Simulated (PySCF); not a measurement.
Fill in the blanks.

Species: methyl p-tolyl sulfide, C8H10S.
InChI=1S/C8H10S/c1-7-3-5-8(9-2)6-4-7/h3-6H,1-2H3

Conformer (atom-mapped SMILES and torsion angles): `[CH3:1][S:2][c:3]1[cH:4][cH:5][c:6]([CH3:7])[cH:8][cH:9]1`: C1–S2–C3–C4 180°.

```tsv
property	level	value
rotational constants A, B, C	PBE0-D3(BJ)/def2-SVP	4.066, 0.760, 0.645 GHz
dipole moment	wB97X-D/def2-SVPD	1.47 D
HOMO energy	wB97X-D/def2-SVPD	-7.62 eV
LUMO energy	wB97X-D/def2-SVPD	1.39 eV
lowest singlet excitation	TDDFT wB97X-D/def2-SVPD	?
strongest line among the 10 lowest singlet transitions	TDDFT wB97X-D/def2-SVPD	S7 at 6.61 eV (188 nm, f = 0.402)
lowest triplet excitation (Tamm–Dancoff)	TDA wB97X-D/def2-SVPD	3.82 eV
static isotropic polarisability	wB97X-D/def2-SVPD	117.7 au
vertical ionisation energy	ΔSCF wB97X-D/def2-SVPD	?
electronic spatial extent ⟨r²⟩ about the centre of nuclear charge	wB97X-D/def2-SVPD	1753 bohr²
13C chemical shifts (computed TMS as zero) by class	GIAO B97-2/pcSseg-1	141.1 (1 C), 134.0 (1 C), 131.8 (2 C), 124.9 (2 C), 22.7 (1 C), 17.5 (1 C) ppm
1H chemical shifts (computed TMS as zero) by class	GIAO B97-2/pcSseg-1	?
isotropic shieldings of nuclei other than C and H, by class	GIAO B97-2/pcSseg-1	497 (1 S) ppm
```

Gas-phase values; electronic properties from PySCF, density fitting. Isolated species at its PBE0-D3(BJ)/def2-SVP geometry (one conformer only). NMR classes are plain means over equivalent atoms (diastereotopic ones count apart unless rotation or inversion swaps them), as if these changed places fast; in this geometry the members of some classes differ.

(1) The lowest singlet excitation?

(2) Give the vertical ionisation energy.

(3) Give the 1H chemical shifts (computed TMS as zero) by class.

Results:

(1) 4.83 eV (257 nm, f = 0.016).

(2) 7.71 eV.

(3) 7.12 (2 H), 6.88 (2 H), 2.30 (3 H), 2.24 (3 H) ppm.

The dipole equals about 4.9 × 10⁻³⁰ C·m (1 D = 3.33564 × 10⁻³⁰ C·m). The principal polarisabilities are 73.8, 113.8 and 165.6 au; their mean is the isotropic value. The rotational constants make it an asymmetric top with κ = (2B − A − C)/(A − C) = -0.93, nearer the prolate limit (−1). The 10 singlets span 4.83 to 7.16 eV, and their oscillator strengths add up to 0.97.
